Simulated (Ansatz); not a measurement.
C₃H₆FNSi, SMILES `FC1=NCC[SiH2]1`, one more setting.

```yaml
crystal:
  periodic: [false, false, false]
  atoms:
    - {symbol: F, position_ang: [0.603827, -2.580468, 1.063628]}
    - {symbol: C, position_ang: [0.414215, -1.387332, 0.495310]}
    - {symbol: N, position_ang: [1.247239, -0.967100, -0.339943]}
    - {symbol: C, position_ang: [0.929280, 0.327894, -0.917986]}
    - {symbol: C, position_ang: [-0.244265, 1.066454, -0.224237]}
    - {symbol: Si, position_ang: [-1.064723, -0.255874, 0.819613]}
    - {symbol: H, position_ang: [0.705420, 0.158494, -1.975580]}
    - {symbol: H, position_ang: [1.839829, 0.931597, -0.896803]}
    - {symbol: H, position_ang: [0.135230, 1.854934, 0.430615]}
    - {symbol: H, position_ang: [-0.906446, 1.542592, -0.948257]}
    - {symbol: H, position_ang: [-2.323519, -0.828067, 0.276188]}
    - {symbol: H, position_ang: [-1.258988, 0.081776, 2.251452]}
basis:
  gaussian: {orbitals: 6-31G}
magnetization: {spin_polarized: true, initial_magnetization: 2}
hamiltonian: {xc: {name: wB97M-V}}
accuracy: high
scf: {lower_state_search: light}
output: {forces: true}
```

```sh
$ ansatz run in.yaml --threads 4 --pin off --events-out ev --progress --plain --max-ram 10444MiB
```

It prints (some lines left out):

```
Functional definition: wB97M-V
1869 factors; integrals over basis functions are off by at most 4.1e-9 eV
411 factors; integrals over basis functions are off by at most 1.8e-9 eV
mean field evaluation 1: about -15277.3316 eV, gradient 2.5e1 eV
mean field evaluation 2: about -15278.2094 eV, gradient 2.4e1 eV
mean field evaluation 4: about -15280.7458 eV, gradient 2.4e0 eV
mean field evaluation 8: about -15280.9876 eV, gradient 5.5e-1 eV
mean field evaluation 16: about -15281.0037 eV, gradient 5.2e-2 eV
mean field evaluation 32: about -15281.0070 eV, gradient 1.5e-3 eV
mean field -15281.00696659 eV, -561.5666481837 hartree, gradient 6.7e-8 eV, S^2 2.005274; 2 other end points of the search recorded, 0 dependent functions left out
reference -15281.00697080 eV, -561.5666483384 hartree; 28, 26 occupied and 42, 44 virtual orbitals, 1869 factors
Total energy: -15281.00697080 eV, -561.5666483384 hartree
Atom 0 at     0.603827    -2.580468     1.063628 Å, force     0.197924    -2.714530     1.532659 eV/Å
Atom 1 at     0.414215    -1.387332     0.495310 Å, force    -4.938259    -1.947700     4.750788 eV/Å
Atom 2 at     1.247239    -0.967100    -0.339943 Å, force     3.100699     4.136393    -4.373325 eV/Å
Atom 3 at     0.929280     0.327894    -0.917986 Å, force     1.705940     0.540437    -1.966392 eV/Å
Atom 4 at    -0.244265     1.066454    -0.224237 Å, force     0.345335     0.480970     0.056147 eV/Å
Atom 5 at    -1.064723    -0.255874     0.819613 Å, force     0.263757    -1.176129     0.048616 eV/Å
Atom 6 at     0.705420     0.158494    -1.975580 Å, force    -0.227355     0.192889    -0.133002 eV/Å
Atom 7 at     1.839829     0.931597    -0.896803 Å, force    -0.000328     0.282660    -0.020583 eV/Å
Atom 8 at     0.135230     1.854934     0.430615 Å, force     0.049215     0.066997     0.016733 eV/Å
Atom 9 at    -0.906446     1.542592    -0.948257 Å, force     0.076434    -0.049758    -0.159681 eV/Å
Atom 10 at    -2.323519    -0.828067     0.276188 Å, force    -0.453210     0.078901    -0.034496 eV/Å
Atom 11 at    -1.258988     0.081776     2.251452 Å, force    -0.120152     0.108871     0.282535 eV/Å
Dipole moment:    -0.124173     0.703696    -0.254737 e Å
```

Hardware: 4 threads of an Arm Neoverse V1 on a shared host. Wall time 2 min, peak host memory 1.2 GiB.
